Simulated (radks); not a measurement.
The numbers below are computed, except where a source is named.
Correlation energies from several functionals, in hartree. Species: Ba15+ [Kr] 4d5; Ca+ [Ar] 4s1; Tc2+ [Kr] 4d5. Code: a radial shooting solver on a logarithmic mesh with Libxc functionals. Model: non-relativistic Kohn-Sham, LDA (Slater exchange, Perdew-Wang correlation), spin-polarised, spherical densities, point nucleus. Every spin shell is full or empty, so the densities are truly spherical. Functionals are evaluated on that one density, not self-consistently.

PW92: Ba15+ -4.3855; Ca+ -1.5360; Tc2+ -3.8591
VWN5: Ba15+ -4.4044; Ca+ -1.5431; Tc2+ -3.8771
PZ: Ba15+ -4.3795; Ca+ -1.5330; Tc2+ -3.8511
Wigner: Ba15+ -2.1624; Ca+ -0.95855; Tc2+ -2.0910
Chachiyo: Ba15+ -4.3308; Ca+ -1.5096; Tc2+ -3.8023
PBE: Ba15+ -2.3144; Ca+ -0.74848; Tc2+ -2.1057
PBEsol: Ba15+ -2.6318; Ca+ -0.87059; Tc2+ -2.3933
LYP: Ba15+ -2.1912; Ca+ -0.80486; Tc2+ -2.0265
P86: Ba15+ -2.6720; Ca+ -0.85533; Tc2+ -2.3843
PW91: Ba15+ -2.5372; Ca+ -0.82081; Tc2+ -2.2828
OP (B88): Ba15+ -2.1463; Ca+ -0.77470; Tc2+ -1.9607
TPSS: Ba15+ -2.3186; Ca+ -0.75111; Tc2+ -2.1058
revTPSS: Ba15+ -2.3392; Ca+ -0.76796; Tc2+ -2.1318
r2SCAN: Ba15+ -2.3125; Ca+ -0.75126; Tc2+ -2.1140
